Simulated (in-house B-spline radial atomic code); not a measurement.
**B97-1 excitations of Zn**

Method: B97-1. Computed with a B-spline radial code for spherical atoms: linear response of the closed shell [Ar] 3d10 4s2 with the functional's adiabatic kernel; non-relativistic, point nucleus, no spin-orbit coupling, no double excitations, S, P, D and F terms only; shells from n = 2 respond. Only terms of natural parity with L up to 3 were computed.

Without relativity these are model numbers for so heavy an element.

Command:
```bash
python run_td.py task.json out
```
Settings (radii: box in bohr, nucleus in fm):
```
Z                        30
electrons                30
configuration            [Ar] 3d10 4s2
hamiltonian              nr
method                   b97_1
box_radius               75
intervals                59
```

Run time, properties included: 1.6 s on 1 thread of Intel(R) Xeon(R) Platinum 8259CL CPU @ 2.50GHz (Skylake/Cascade Lake), on a shared host.

The lowest states, in the order of their Tamm-Dancoff energies; the method's threshold (minus the highest occupied level) is 6.360 eV. Labels give the largest channel, * marks a mixed state, and oscillator strengths are full-response dipole values. Measured ¹D terms are left out, since they can mix with doubly excited terms. Semilocal kernels can invert the small singlet-triplet splittings of Rydberg terms. Energies in eV:

| state | full response | Tamm-Dancoff | oscillator strength | measured (J-weighted term) |
| --- | --- | --- | --- | --- |
| 4s → 4p 3P | 4.067 | 4.144 | - | 4.054 |
| 4s → 4p 1P | ? | ? | ? | ? |
| 4s → 5s 3S | 5.674 | 5.687 | - | 6.654 |
| 4s → 5s 1S | 5.976 | 5.983 | - | 6.917 |
| 4s → 5p 3P | ? | ? | - | - |

(1) Where does 4s → 4p 1P lie?

(2) Where does 4s → 5p 3P lie?

(3) How large is the singlet-triplet splitting of 4s → 4p (P terms) in Tamm-Dancoff?

(4) What polarisabilities and dispersion coefficient does the method give?

Answers

(1) At 5.337 eV in full response, 5.493 eV in Tamm-Dancoff, oscillator strength 1.3; measured 5.796 eV.

(2) At 6.163 eV in full response, 6.168 eV in Tamm-Dancoff.

(3) 1.35 eV, from the unrounded values.

(4) Dipole 42.82 bohr³, quadrupole 371.3 bohr⁵, C6 320.4 hartree·bohr⁶ for two such species. Recommended dipole value: 38.67 ± 0.3 bohr³ (Schwerdtfeger and Nagle, table of static dipole polarizabilities (2023 update)), which includes relativity and correlation.
